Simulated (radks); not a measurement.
The numbers below are computed, except where a source is named.
Tl, configuration [Hg] 6p1 (the NIST ground configuration).

Level of theory: Dirac Kohn-Sham, PBE, spin-unpolarised, spherical densities, point nucleus; open shells fill j = l - 1/2 first (a radial shooting solver on a logarithmic mesh with Libxc functionals).

Energy parts (Ry):
total: -40577.7684
kinetic: 47041.4335
electron-nucleus: -102562.7861
Hartree: 15707.4876
exchange-correlation: -763.9034

Orbitals (lengths in bohr, moments of r in powers of bohr):
orbital,occ.,eigenvalue (Ry),<r^4>,<1/r>
1s1/2,2,-6283.390,3.754e-07,99.55
2s1/2,2,-1117.732,0.00005410,24.56
2p1/2,2,-1072.719,0.00003200,24.49
2p3/2,4,-920.8703,0.00005094,19.69
3s1/2,2,-266.7264,0.001958,9.006
3p1/2,2,-246.4735,0.001701,8.913
3p3/2,4,-212.7139,0.002394,7.658
3d3/2,4,-179.3839,0.001576,7.557
3d5/2,6,-172.1763,0.001745,7.276
4s1/2,2,-59.49642,0.04327,3.819
4p1/2,2,-50.77740,0.04586,3.708
4p3/2,4,-42.57006,0.06371,3.274
4d3/2,4,-28.36600,0.07444,3.075
4d5/2,6,-26.83519,0.08214,2.976
5s1/2,2,-9.56045,1.079,1.571
4f5/2,6,-8.50184,0.1337,2.625
4f7/2,8,-8.16385,0.1415,2.587
5p1/2,2,-6.63756,1.497,1.446
5p3/2,4,-5.15158,2.221,1.285
5d3/2,4,-1.19443,8.661,0.9723
5d5/2,6,-1.03334,10.51,0.9312
6s1/2,2,-0.67033,83.04,0.5143
6p1/2,1,-0.20864,388.1,0.3710
6p3/2,0,-0.13584,812.8,0.3094

The highest occupied level is 6p1/2 at -2.839 eV. The density falls to 0.001 e/bohr^3 at r = 4.52 bohr.
